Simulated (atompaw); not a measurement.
## How hard is this W PAW (atompaw) potential?

tungsten, PAW, made with atompaw 4.2.0.5 (PBE, scalar-relativistic). Core [Kr] 4d10, reference 4f14 5s2 5p6 5d4 6s2 6p0. Waves: 5s (bound); 6s (bound); 5p (bound); 6p (bound, empty); 5d (bound); 5d channel at 0.85 Ry; 4f (bound); 4f channel at 2.15 Ry. Local part: bessel scheme, radius 1.95 bohr. Core correction: smooth core density matched at 1.80 bohr. Augmentation charge: sinc compensation charge, radius 1.60 bohr; PAW radius 2.15 bohr; waves and projectors: bloechl.

The pseudo-atom Hamiltonian at the reference potential is diagonalised in spherical Bessel functions j_l(qr) that vanish at 20 bohr, with q² up to the cutoff. All-electron valence levels (Ry): 5s -5.8118, 6s -0.4199, 5p -3.1753, 6p -0.1000, 5d -0.3293, 4f -2.4407.

How do the lowest levels (Ry) of each channel move with the cutoff, and are there ghosts?

```
cutoff (Ry)     s #1     s #2     p #1     p #2     d #1     f #1  Σ f·Δε (mRy)
          8  -5.3288  -0.3693  -2.5381  -0.0576  -0.1374  -0.6618       30561.9
         15  -5.7407  -0.4159  -3.0651  -0.0896  -0.2957  -2.0895        5862.1
         21  -5.8030  -0.4198  -3.1462  -0.0971  -0.3255  -2.2950        2247.2
         35  -5.8116  -0.4199  -3.1747  -0.1000  -0.3292  -2.4150         364.0
         45  -5.8118  -0.4199  -3.1753  -0.1000  -0.3293  -2.4319         122.9
         60  -5.8118  -0.4199  -3.1753  -0.1000  -0.3293  -2.4391          22.3
         80  -5.8118  -0.4199  -3.1753  -0.1000  -0.3293  -2.4406           1.1
        110  -5.8118  -0.4199  -3.1753  -0.1000  -0.3293  -2.4407           0.0
        400  -5.8118  -0.4199  -3.1753  -0.1000  -0.3293  -2.4407           0.0
```

Result: no extra level below or beside the all-electron valence levels (s, p, d, f tested); 10 mRy is reached at 70 Ry and 1 mRy at 90 Ry.
